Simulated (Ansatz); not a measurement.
ammonia borane (SMILES [BH3-][NH3+]) moved off its minimum; all values from Ansatz (a first-principles code), cores frozen in correlated methods.
(charge 0, multiplicity 1)
```xyz
8

B     -0.99924     0.09096     0.00246
N      0.68696    -0.11394    -0.07942
H     -1.36247    -0.59709    -0.88360
H     -1.03028     1.23367    -0.26502
H     -1.30615    -0.21377     1.07690
H      0.88249    -1.08644     0.28012
H      1.14012     0.49650     0.70562
H      1.08030     0.07675    -0.91153
```

```
level               largest force (eV/Å)  on atom  rms difference from CCSD(T)/cc-pVTZ (eV/Å)  dipole (D)
------------------  --------------------  -------  ------------------------------------------  ----------
HF/def2-TZVPP                       7.88       N2                                       0.329        5.04
PBE/def2-TZVPP                      7.37       N2                                       0.144        5.04
r2SCAN/def2-TZVPP                   7.44       N2                                       0.016        5.07
B3LYP/def2-TZVPP                    7.41       N2                                       0.045        5.03
wB97M-V/def2-TZVPP                  7.46       N2                                       0.051        5.06
MP2/cc-pVTZ                         7.52       N2                                       0.045        5.06
CCSD(T)/cc-pVTZ                     7.45       N2                                       0.000        5.06
```

The differences count from one level among others, with limits of its own. Forces at CCSD(T)/cc-pVTZ (eV/Å):

```
atom      Fx      Fy      Fz
----  ------  ------  ------
B1     1.434   0.285  -1.113
N2    -0.840  -1.102   7.323
H3    -0.464  -0.487  -0.396
H4    -0.564   0.916  -0.037
H5    -0.291  -0.310   1.079
H6    -0.018   1.236  -1.136
H7    -1.011  -1.155  -2.164
H8     1.753   0.615  -3.556
```
